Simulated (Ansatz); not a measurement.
ClF₂HNNb, SMILES `[NH]=[Nb]([F])([F])[Cl]`. Charge 0, multiplicity 1. Nb takes the def2 core potential. The structure was optimised at the PBE0-D4/def2-TZVP level. It is one conformer, not always the lowest.

```xyz
6

N     0.300   -1.220   -0.272
Nb   -0.081    0.403    0.180
F    -1.432    0.325    1.458
F     1.467    1.168    0.874
Cl   -0.779    1.494   -1.710
H     0.524   -2.170   -0.530
```

(1) What is the dipole moment at r2SCAN/def2-TZVPP? (An estimate is asked.)

(2) And with PBE, B3LYP, ωB97M-V? (Best estimate.)

(3) Give the Mulliken charges with r2SCAN, ωB97M-V, PBE in def2-TZVPP. (Best estimate.)

Answers

(1) Computed: 1.24 D, with components (0.30, -1.18, -0.22) D in this frame, pointing from negative to positive charge.

(2) Ansatz gave: PBE 1.22 D, B3LYP 1.29 D, ωB97M-V 1.33 D.

(3) Computed: 
```json
{"atom": "N1", "r2SCAN": "-0.64", "ωB97M-V": "-0.58", "PBE": "-0.59"}
{"atom": "Nb2", "r2SCAN": "1.53", "ωB97M-V": "1.48", "PBE": "1.37"}
{"atom": "F3", "r2SCAN": "-0.37", "ωB97M-V": "-0.38", "PBE": "-0.33"}
{"atom": "F4", "r2SCAN": "-0.37", "ωB97M-V": "-0.38", "PBE": "-0.33"}
{"atom": "Cl5", "r2SCAN": "-0.32", "ωB97M-V": "-0.29", "PBE": "-0.30"}
{"atom": "H6", "r2SCAN": "0.18", "ωB97M-V": "0.15", "PBE": "0.19"}
```

B3LYP here is the variant with VWN-RPA as its local correlation; programs differ in this.
